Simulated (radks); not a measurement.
The numbers below are computed, except where a source is named.
How relativity changes the ionisation of the gallium ion Ga+ ([Ar] 3d10 4s2) to Ga2+ ([Ar] 3d10 4s1). Spin-unpolarised spherical Kohn-Sham, LDA (Slater exchange, Perdew-Wang correlation), point nucleus unless stated (finite: rms radius 3.9973 fm), a radial shooting solver on a logarithmic mesh with Libxc functionals. A level marked "c x" has the speed of light scaled by that factor.

| level | E(Ga+) (hartree) | E(Ga2+) (hartree) | IE (eV) | HOMO | <r> HOMO (bohr) |
|---|---|---|---|---|---|
| non-rel. | -1921.61641 | -1920.84001 | 21.127 | 4s | 2.237 |
| scalar-rel. | -1940.90580 | -1940.11576 | 21.498 | 4s | 2.203 |
| scalar-rel., finite nucleus | -1940.89523 | -1940.10520 | 21.498 | 4s | 2.204 |
| Dirac | -1940.98640 | -1940.19636 | 21.498 | 4s1/2 | 2.204 |
| Dirac, finite nucleus | -1940.97583 | -1940.18579 | 21.498 | 4s1/2 | 2.204 |
| Dirac, c x 0.85 | -1948.69362 | -1947.89806 | 21.648 | 4s1/2 | 2.190 |
| Dirac, c x 1.5 | -1930.10484 | -1929.32250 | 21.288 | 4s1/2 | 2.223 |
| Dirac, c x 3 | -1923.72097 | -1922.94310 | 21.167 | 4s1/2 | 2.234 |

NIST Atomic Spectra Database: 20.515 eV (measured). The relativistic part of the total energy of Ga+ is -19.36 hartree (Dirac, finite nucleus), 1 % of the non-relativistic value. Spin polarisation and multiplet splitting of open shells are left out at every level.

Beside tabulated values, note that spin-unpolarised runs miss the spin-polarisation part of the exchange energy of open shells.
